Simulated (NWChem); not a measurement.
System: C₂H₆FNSi; SMILES N(/CF)=C/[SiH3]

The following NWChem deck was run.

```
start job
memory heap 200 mb stack 900 mb global 1100 mb
geometry units angstroms noautosym nocenter noautoz
  F      1.187386     0.991705     0.000132
  C      0.010262     1.723194     0.001279
  N     -1.168194     0.958234     0.000513
  C     -1.165390    -0.312904    -0.000232
  Si     0.293115    -1.559182    -0.000924
  H      0.015328     2.367819    -0.894856
  H      0.015606     2.365482     0.899100
  H     -2.170515    -0.772289    -0.000707
  H      1.129269    -1.444724     1.227873
  H     -0.353558    -2.908920    -0.000992
  H      1.128264    -1.444151    -1.230361
end
basis spherical
  * library pcsseg-1
end
dft
  xc bhlyp
  iterations 150
end
property
  shielding 9 1 2 3 4 5 6 8 9 10
  efieldgrad
end
task dft property
```

Output (shortened):

```
             Northwest Computational Chemistry Package (NWChem) 7.3.0
             --------------------------------------------------------

                             Geometry "geometry" -> ""
                             -------------------------

 Output coordinates in angstroms (scale by  1.889725989 to convert to a.u.)

  No.       Tag          Charge          X              Y              Z
 ---- ---------------- ---------- -------------- -------------- --------------
    1 F                    9.0000     1.18738600     0.99170500     0.00013200
    2 C                    6.0000     0.01026200     1.72319400     0.00127900
    3 N                    7.0000    -1.16819400     0.95823400     0.00051300
    4 C                    6.0000    -1.16539000    -0.31290400    -0.00023200
    5 Si                  14.0000     0.29311500    -1.55918200    -0.00092400
    6 H                    1.0000     0.01532800     2.36781900    -0.89485600
    7 H                    1.0000     0.01560600     2.36548200     0.89910000
    8 H                    1.0000    -2.17051500    -0.77228900    -0.00070700
    9 H                    1.0000     1.12926900    -1.44472400     1.22787300
   10 H                    1.0000    -0.35355800    -2.90892000    -0.00099200
   11 H                    1.0000     1.12826400    -1.44415100    -1.23036100

 Effective nuclear repulsion energy (a.u.)     226.3911986618

                              NWChem Property Module
                              ----------------------

  itol2e modified to match energy
  convergence criterion.

                                 NWChem DFT Module
                                 -----------------

 Summary of "ao basis" -> "ao basis" (spherical)
 ------------------------------------------------------------------------------
       Tag                 Description            Shells   Functions and Types
 ---------------- ------------------------------  ------  ---------------------
 F                          pcsseg-1                 7       17   3s3p1d
 C                          pcsseg-1                 7       17   3s3p1d
 N                          pcsseg-1                 7       17   3s3p1d
 Si                         pcsseg-1                10       24   4s5p1d
 H                          pcsseg-1                 3        5   2s1p

  itol2e modified to match energy
  convergence criterion.

            General Information
            -------------------
          SCF calculation type: DFT
          Wavefunction type:  closed shell.
          No. of atoms     :    11
          No. of electrons :    48
           Alpha electrons :    24
            Beta electrons :    24
          Charge           :     0
          Spin multiplicity:     1
          Use of symmetry is: off; symmetry adaption is: off
          Maximum number of iterations: 150
          AO basis - number of functions:   122
                     number of shells:    56
          Convergence on energy requested:  1.00D-07
          Convergence on density requested:  1.00D-05
          Convergence on gradient requested:  5.00D-04

              XC Information
              --------------
                        BHLYP Method XC Functional
                     Hartree-Fock (Exact) Exchange  0.500
                        Slater Exchange Functional  0.500 local
                    Becke 1988 Exchange Functional  0.500 non-local
              Lee-Yang-Parr Correlation Functional  1.000

[...]

          -----------------------------------------
          Chemical Shielding Tensors (GIAO, in ppm)
          -----------------------------------------

                                NWChem CPHF Module
                                ------------------

  scftype          =     RHF
  nclosed          =       24
  nopen            =        0
  variables        =     2352
  # of vectors     =        3
  tolerance        = 0.10D-03
  level shift      = 0.00D+00
  max iterations   =       50
  max subspace     =       30

 SCF residual:    4.1714802191839613E-004

Iterative solution of linear equations
  No. of variables     2352
  No. of equations        3
  Maximum subspace       30
        Iterations       50
       Convergence  1.0D-04

   iter   nsub   residual    time
   ----  ------  --------  ---------
     1      3    1.30D+00      47.4
     2      6    3.04D-01      52.5
     3      9    1.97D-02      57.3
     4     12    4.50D-03      62.2
     5     15    6.12D-04      67.1
     6     18    2.57D-05      72.0

      Atom:    1  F
        Diamagnetic
    484.5529     -8.7033     -0.0162
     -8.7033    476.7063      0.0167
     -0.0162      0.0167    462.3642

        Paramagnetic
    -67.8640     31.1426      0.0196
     31.1426   -109.0265      0.0048
      0.0196      0.0048    -82.2943

        Total Shielding Tensor
    416.6889     22.4394      0.0033
     22.4394    367.6798      0.0215
      0.0033      0.0215    380.0699

           isotropic =     388.1462
          anisotropy =      55.8969

          Principal Components and Axis System
                 1           2           3
              425.4108    380.0699    358.9579

      1         0.9321     -0.0005     -0.3623
      2         0.3623      0.0007      0.9321
      3         0.0002      1.0000     -0.0009

      Atom:    2  C
        Diamagnetic
    255.6359      1.5437     -0.0012
      1.5437    243.5775      0.0124
     -0.0012      0.0124    233.4750

        Paramagnetic
   -139.2191    -17.5942     -0.0270
    -17.5942   -160.9691      0.0116
     -0.0270      0.0116   -176.9845

        Total Shielding Tensor
    116.4168    -16.0505     -0.0282
    -16.0505     82.6084      0.0239
     -0.0282      0.0239     56.4905

           isotropic =      85.1719
          anisotropy =      56.4766

          Principal Components and Axis System
                 1           2           3
              122.8229     76.2023     56.4905

      1         0.9288      0.3707      0.0003
      2        -0.3707      0.9288     -0.0007
      3        -0.0005      0.0006      1.0000

      Atom:    3  N
        Diamagnetic
    331.9148     13.4809      0.0100
     13.4809    340.4450      0.0156
      0.0100      0.0156    318.3298

        Paramagnetic
   -685.4996   -232.0885     -0.2401
   -232.0885   -776.1291     -0.4307
     -0.2401     -0.4307    -99.2741

        Total Shielding Tensor
   -353.5848   -218.6076     -0.2302
   -218.6076   -435.6840     -0.4151
     -0.2302     -0.4151    219.0558

           isotropic =    -190.0710
          anisotropy =    -640.4880

          Principal Components and Axis System
                 1           2           3
             -617.0630    219.0560   -172.2061

      1         0.6385     -0.0002      0.7696
      2         0.7696     -0.0006     -0.6385
      3         0.0006      1.0000     -0.0002

      Atom:    4  C
        Diamagnetic
    257.5643     -3.9486     -0.0012
     -3.9486    271.2390      0.0176
     -0.0012      0.0176    240.2275

        Paramagnetic
   -345.6828    -36.9491     -0.0565
    -36.9491   -301.4756     -0.1455
     -0.0565     -0.1455    -95.4384

        Total Shielding Tensor
    -88.1185    -40.8976     -0.0578
    -40.8976    -30.2366     -0.1279
     -0.0578     -0.1279    144.7891

           isotropic =       8.8113
          anisotropy =     203.9668

          Principal Components and Axis System
                 1           2           3
              144.7892   -109.2794     -9.0758

      1        -0.0001      0.8882     -0.4595
      2        -0.0007      0.4595      0.8882
      3         1.0000      0.0004      0.0006

      Atom:    5  Si
        Diamagnetic
    879.3002     -2.6240     -0.0017
     -2.6240    881.8999      0.0038
     -0.0017      0.0038    874.5333

        Paramagnetic
   -433.5925     -2.8163      0.0160
     -2.8163   -418.9296      0.0359
      0.0160      0.0359   -474.2231

        Total Shielding Tensor
    445.7077     -5.4403      0.0143
     -5.4403    462.9703      0.0397
      0.0143      0.0397    400.3102

           isotropic =     436.3294
          anisotropy =      42.3186

          Principal Components and Axis System
                 1           2           3
              464.5418    444.1363    400.3102

      1        -0.2775      0.9607     -0.0004
      2         0.9607      0.2775     -0.0007
      3         0.0005      0.0006      1.0000

      Atom:    6  H
        Diamagnetic
     24.0629      0.6989     -0.3743
      0.6989     30.9122     -8.9161
     -0.3743     -8.9161     29.7533

        Paramagnetic
      1.5792     -3.0893      1.1941
     -3.0893     -4.7582      6.1198
      1.1941      6.1198     -5.7397

        Total Shielding Tensor
     25.6420     -2.3904      0.8198
     -2.3904     26.1540     -2.7963
      0.8198     -2.7963     24.0136

           isotropic =      25.2699
          anisotropy =       6.4935

          Principal Components and Axis System
                 1           2           3
               29.5989     24.2886     21.9222

      1        -0.5293      0.8143      0.2382
      2         0.7250      0.2883      0.6255
      3        -0.4407     -0.5038      0.7430

      Atom:    7  H
        Diamagnetic
     39.4484      6.6513      0.0067
      6.6513     30.2614      0.0060
      0.0067      0.0060     21.9886

[...]
```

Level: BHandHLYP/pcSseg-1, GIAO. Structure relaxed at the PBE0/def2-SVP level. NWChem prints the field gradient with the sign opposite to the second derivative of the potential. The output numbers the shielded atoms by their place in the input's list. The printed shielding anisotropy is the first printed principal value minus the mean of the other two.
